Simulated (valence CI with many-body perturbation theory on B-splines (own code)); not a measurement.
## Questions on Xe XXIV

Method: relativistic CI+MBPT: three valence electrons over a frozen Dirac-Fock core [Ar] 3d10, a basis of 11 s, 11 p, 10 d, 8 f, 5 g, 2 h functions for each j, with the one-electron correlation potential Σ1 (screened to all orders), the two-electron term Σ2, the three-electron term Σ3, Breit, model QED; selected single and double excitations, second order for the rest, scaled by the run's own slope (own B-spline code, finite nucleus).

No measured levels were compared; by estimate levels hold to about 250 cm⁻¹ or 0.2 % of their energy and the worst to 1 %, as in measured heavy ions of charge 2 to 7; those with d or f electrons hold less well.

Levels are named by their leading jj configuration (3d3/2^4 stands for four electrons in 3d with j = 3/2), which in mixed levels can hold well under half, so a name can repeat and another be missing.

Rates and lifetimes use the calculated energies. Strong lines usually hold to 10 to 20 %, long lifetimes can be off by a factor of two.

(1) What is the ground level?

(2) Name the longest-lived excited levels whose lifetime is computed, and their main decay.

(3) Where does the other parity begin?

(4) How well does LS coupling describe the low levels?

(5) Among levels below 2780700 cm⁻¹, which E1 lines absorb most strongly from the ground level?

(6) What is the ionisation energy?

Answers

(1) (4s^2 4p1/2) J=1/2, composition 99 % 4s²4p ²P°, g = 0.663.

(2) (4s 4p3/2 4d5/2) J=9/2 at 1344300 cm⁻¹ lives 62.8 μs, mostly by M1 to (4s 4p1/2 4d5/2) J=7/2; (4s^2 4p3/2) J=3/2 at 139460 cm⁻¹ lives 40.6 μs, mostly by M1 to (4s^2 4p1/2) J=1/2.

(3) At (4s 4p1/2^2) J=1/2, 398700 cm⁻¹.

(4) Among the lowest 20 levels the leading LS term, summed over configurations, holds 80 % on average. For single configurations the figures are 77 % in LS and 88 % in jj coupling. Terms mix most in the J = 3/2 level at 1008600 cm⁻¹, where the leading one holds 39 %.

(5) to (4s^2 4d3/2) J=3/2 at 11.36 nm, f = 0.779; to (4s 4p1/2 4p3/2) J=1/2 at 16.25 nm, f = 0.426; to (4s 4p1/2 4p3/2) J=3/2 at 17.11 nm, f = 0.315.

(6) 737.49 eV; NIST lists 736 ± 4 eV (theoretical).
